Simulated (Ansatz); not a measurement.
`[F][AlH][SiH2]Cl` + `N[SiH3]` → `[SiH3][NH][AlH][SiH2]Cl` + H–F at 700 K and 1 bar (ligand exchange at the Al–F bond).

Gas-phase electronic energies from Ansatz, PBE0-D4/def2-TZVP geometries. CBS: MP2 limit from def2 TZ/QZ plus the TZ coupled-cluster correction, frozen cores. This one scheme is used for every species. Each species was taken in one conformer, which may not be the lowest.

| species | CCSD(T)/CBS energy (Eh) | H − E (kJ/mol) | S (J/(mol·K)) |
| --- | --- | --- | --- |
| `[F][AlH][SiH2]Cl` | -1092.58044 | 140.0 | 451.8 |
| `N[SiH3]` | -346.80422 | 180.7 | 336.3 |
| `[SiH3][NH][AlH][SiH2]Cl` | -1338.96095 | 277.4 | 562.8 |
| H–F | -100.39570 | 45.2 | 198.5 |

H − E and S are ideal-gas, rigid-rotor, harmonic terms from PBE0-D4/def2-TZVP, for one conformer and one mirror image of each species. 1 Eh = 2625.50 kJ/mol, R = 8.31446 J/(mol·K).

**Question.** By hand: ΔE, ΔH, ΔS and ΔG.

**Answer.** ΔE = (-1338.96095) + (-100.39570) − (-1092.58044) − (-346.80422) = 0.02801 Eh = 73.5 kJ/mol. Δ(H − E) = 277.4 + 45.2 − 140.0 − 180.7 = 1.9, so ΔH = 75.4 kJ/mol. ΔS = 562.8 + 198.5 − 451.8 − 336.3 = -26.8 J/(mol·K). ΔG = 75.4 − 700 × (-26.8)/1000 = 94.2 kJ/mol.

**Question.** By hand: the equilibrium constant, and the temperature at which ΔG would vanish if ΔH and ΔS stayed fixed.

**Answer.** log₁₀ K = −ΔG/(RT ln 10) = -7.0. ΔH and −TΔS have one sign here, so there is no such temperature.

ΔH outweighs TΔS. A doubt of 5 kJ/mol in ΔE shifts log₁₀ K by 0.4 here. Other conformers and mirror images would add mixing entropy, several J/(mol·K) or more a flexible species. Modes under 60 cm⁻¹, often nearly free rotors, make the harmonic entropy too high. These are equilibria of isolated gas molecules and say nothing of rates. Largest T1 diagnostic: 0.012 (customary marks: 0.02 for closed shells, 0.045 for open ones).
